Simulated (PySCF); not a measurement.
**Computed properties of C₃H₄O, SMILES O=C1CC1**

C3H4O, SMILES O=C1CC1. Geometry optimised at B3LYP-D3(BJ)/def2-SVP. Other conformers were not sampled. All values are computed for the isolated molecule unless a solvent is named; none is compared with measurement here.

**Structure.** The optimised structure has C2v symmetry. All 18 harmonic modes at B3LYP-D3(BJ)/def2-SVP (PySCF) are real, so it is a minimum. With heavy atoms numbered as in [O:1]=[C:2]1[CH2:3][CH2:4]1, the shortest bond between them is O1–C2 at 1.197 Å and the longest C3–C4 at 1.568 Å.

**Vibrations.** The strongest infrared lines (harmonic, unscaled, degenerate partners summed) lie at 1975 cm⁻¹ (316 km/mol, C 69 %, O 30 %), 961 cm⁻¹ (109 km/mol, C 69 %, H 29 %), 1069 cm⁻¹ (27 km/mol, C 60 %, H 40 %). The softest mode is at 319 cm⁻¹ and the zero-point energy is 38.0 kcal/mol.

**Electronic structure.** r2SCAN/def2-TZVPD (PySCF) places the frontier levels at -5.79 and -1.92 eV, a gap of 3.87 eV, and gives a dipole moment of 2.96 D and a mean polarisability of 39.4 bohr³. PBE/def2-TZVPD (PySCF) at the same geometry gives -5.56 and -2.20 eV, so its gap is 0.51 eV narrower. An orbital gap is neither the optical nor the fundamental gap.

**Excitations.** TDA-B3LYP/def2-SVPD (PySCF) has S1 at 3.76 eV (330 nm, f = 0.000, dark); the most intense of the 10 singlets computed lies at 8.57 eV (f = 0.06). T1 (TDA) is at 3.18 eV, 0.58 eV under S1. TDA-PBE/def2-SVPD (PySCF) puts S1 at 3.62 eV. No vertical singlet excitation falls in the visible range (under 3.1 eV).

**NMR.** GIAO shifts at B3LYP/pcSseg-1 (PySCF) (non-relativistic, atoms alike by connectivity averaged): ¹³C from 6.4 to 217.5 ppm against TMS; ¹H at 1.7 ppm against TMS.
